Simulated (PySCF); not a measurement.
Static response to an electric field

Species: Si(NMe2)2Me2, C₆H₁₈N₂Si.
Geometry (PBE0-D3(BJ)/def2-SVP, Å), atoms numbered from 1 in this order:
```
atom  x, y, z in Å
Si1   -0.4702   -0.1290   -0.3676
N2    -0.5518    0.1859    1.3457
C3    -1.5956    0.9230    2.0018
C4     0.2904   -0.5590    2.2445
H5    -2.2977    0.2689    2.5601
H6    -2.1878    1.5000    1.2783
H7    -1.1805    1.6428    2.7349
H8     1.0947   -1.0582    1.6828
H9     0.7718    0.1044    2.9896
H10   -0.2657   -1.3341    2.8117
N11    1.2153   -0.0148   -0.8012
C12    1.8762   -0.8452   -1.7692
C13    1.9587    1.1633   -0.4382
H14    2.0431   -0.3296   -2.7383
H15    1.2930   -1.7534   -1.9753
H16    2.8712   -1.1700   -1.4061
H17    1.4239    1.7202    0.3462
H18    2.9565    0.9018   -0.0350
H19    2.1251    1.8493   -1.2948
C20   -1.5421    1.1441   -1.2421
H21   -1.4187    1.0213   -2.3301
H22   -1.2439    2.1734   -0.9878
H23   -2.6141    1.0323   -1.0167
C24   -1.0685   -1.8500   -0.8292
H25   -2.1058   -1.9688   -0.4769
H26   -0.4630   -2.6355   -0.3506
H27   -1.0673   -2.0288   -1.9159
```

Level: PBE0/def2-SVPD (PySCF), static field, nuclei fixed, core orbitals frozen in the response. The polarisability tensor in these axes (au):

```
x   119.48  -1.28  -4.86
y    -1.28 112.09   2.76
z    -4.86   2.76 120.59
```

Question: What are the eigenvalues, a third of the trace, and Δα (Δα² = ½Σ(αi − αj)² over the three pairs)?

Answer: Principal values 111.27, 115.34 and 125.55 au; mean 117.39 au = 17.40 Å³ = 19.35 × 10⁻⁴⁰ C²·m²/J; Δα = 12.74 au (11 % of the mean).

Question: What is the dipole moment?

Answer: 0.15 D at this geometry.

Question: Find the Langevin capture rate constant for NH4+ (18.034 u) meeting this molecule (146.124 u), k = 2.342 × 10⁻⁹ cm³/s × √(α in Å³ / reduced mass in u).

Answer: The reduced mass is 16.05 u, so k = 2.44 × 10⁻⁹ cm³/s.

Question: What depolarisation ratio follows for Rayleigh scattering of linearly polarised light, taking the static tensor?

Answer: ρ = 3Δα²/(45ᾱ² + 4Δα²) = 487.2/(620098 + 649.6) = 0.000785.

Question: How large is μ²/3kT at 250 K beside α?

Answer: In Gaussian units μ²/3kT = 0.22 Å³ against 17.40 Å³, a ratio of 0.01; the Debye molar polarisation (4π/3)N_A(α + μ²/3kT) is 44.4 cm³/mol, leaving out the vibrational part.

Question: What molar refraction does this α imply?

Answer: Lorentz–Lorenz: R = (4π/3)N_A α = 2.5225 cm³/(mol·Å³) × 17.40 Å³ = 43.9 cm³/mol, in the limit of long wavelengths.

Isolated species at its PBE0-D3(BJ)/def2-SVP geometry (one conformer only).
